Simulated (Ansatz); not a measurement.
Correlation energies of `BC(F)F` by basis set

```xyz
7

B     0.252   -0.899   -0.129
C    -0.175    0.603    0.088
F     0.394    1.190    1.180
F     0.082    1.413   -0.980
H     0.209   -1.357   -1.228
H     0.509   -1.568    0.822
H    -1.271    0.618    0.248
```

Total charge 0; spin multiplicity 1. Geometry: relaxed with PBE0-D4/def2-TZVP. Frozen core, restricted reference, the Gaussian-basis code of Ansatz. CBS rows extrapolate triple and quadruple zeta; past MP2 they add the triple-zeta difference.

```csv
basis,HF (Eh),MP2 corr.,CCSD corr.,(T),CCSD(T) total
def2-SVP,-262.93015,-0.57920,?,-0.01181,?
def2-TZVPP,-263.25398,-0.75827,-0.78275,?,?
def2-QZVPP,-263.26563,?,–,–,–
CBS(def2),?,-0.87340,-0.89788,as TZ,?
```

Question: Fill in the withheld values. (An estimate is asked.)

Answer: Ansatz gave: def2-SVP CCSD corr.: -0.61110; def2-SVP CCSD(T) total: -263.55306; def2-TZVPP (T): -0.02408; def2-TZVPP CCSD(T) total: -264.06081; def2-QZVPP MP2 corr.: -0.82441; CBS(def2) HF (Eh): -263.26723; CBS(def2) CCSD(T) total: -264.18919.
